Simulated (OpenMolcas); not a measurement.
**Potential curves of Ge₂: spin-free states**

Computed with OpenMolcas 26.06: state-averaged CASSCF(8,8) over Ge 4s 4p, Ge 4s 4p, XMS-CASPT2 (IPEA 0.25, imaginary shift 0.2 hartree), scalar X2C, ANO-RCC-VTZP, then RASSI spin–orbit state interaction with atomic mean-field integrals. C2 symmetry about the axis (a holds Σ, Δ, Γ; b holds Π, Φ, H; Σ⁺ and Σ⁻ are not told apart); roots by multiplicity and irrep: 3a 5, 3b 8, 1a 5, 1b 4, 5b 2.

XMS-CASPT2 energies in eV from the lowest point. Curves are followed by energy order within each symmetry, so they are adiabatic and may change character at avoided crossings and where g and u states cross; Σ⁺ and Σ⁻ are counted together.

```tsv
R (Å)	(1)3Σ	(1)3Π	(1)1Δ	(1)1Σ	(1)1Π	(1)5Π	(1)3Δ	(2)3Π	(3)3Π
2.057	0.985	0.599	1.684	0.920	1.190	2.818	4.181	3.536	3.923
2.177	0.391	0.163	0.958	0.659	0.753	1.970	3.495	2.764	3.129
2.284	0.101	0.030	0.614	0.586	0.618	1.520	2.836	2.328	2.696
2.392	0.000	0.057	0.470	0.573	0.638	1.266	2.372	2.073	2.441
2.512	0.040	0.211	0.458	0.613	0.773	1.133	2.050	1.942	2.304
2.631	0.184	0.426	0.556	0.713	0.974	1.118	1.875	1.917	2.267
2.799	0.483	0.777	0.791	0.929	1.294	1.206	1.795	1.976	2.317
3.014	0.934	1.243	1.158	1.262	1.691	1.417	1.856	2.136	2.471
3.349	1.604	1.850	1.699	1.751	2.140	1.784	2.096	2.350	2.778
3.827	2.268	2.305	2.208	2.215	2.437	2.189	2.406	2.509	3.165
```

Q: With masses 73.921 and 73.921 u, fit the curves (1)3Σ, (1)3Π, (1)1Δ, (1)1Π, (2)3Π, (3)3Π near their minima.

A: At XMS-CASPT2, Te from the lowest curve (the fit fixes ωe to a per cent or two; the method's Re and ωe can be off by some per cent):

| curve | Te (cm⁻¹) | Re (Å) | ωe (cm⁻¹) |
| --- | --- | --- | --- |
| (1)3Σ | 0 | 2.415 | 277.4 |
| (1)3Π | 210 | 2.313 | 303.4 |
| (1)1Δ | 3640 | 2.458 | 254.6 |
| (1)1Π | 4950 | 2.319 | 290.2 |
| (2)3Π | 15470 | 2.614 | 184.0 |
| (3)3Π | 18310 | 2.631 | 179.5 |

The 9 lowest clean curves are shown; the next is (2)1Π, from 2.33 eV. Left out for impure symmetry, kinks or missing points, though low: (2)1Σ, (2)3Σ, (3)1Σ, (3)3Σ. g and u states are not told apart. Only roots inside an energy window near the equilibrium distance were included, so the list of states is not complete; labels number the states computed. Each spin and symmetry block has orbitals of its own, averaged over its own roots, so gaps between blocks are less sure than gaps within one and near the minimum can be off by tenths of an eV, in bad cases by more. No Rydberg orbitals are active, so Rydberg states, and σ→σ* states whose orbital the CASSCF left unused, can be missing between those listed. CASPT2 splits the two components of degenerate states numerically, here by up to 164 cm⁻¹. No roots were computed in block 5a (none fell in the window or the block failed), so states of that kind are missing and can lie low or lowest. Points that failed a check (symmetry, reference weights, a jump) are left out.
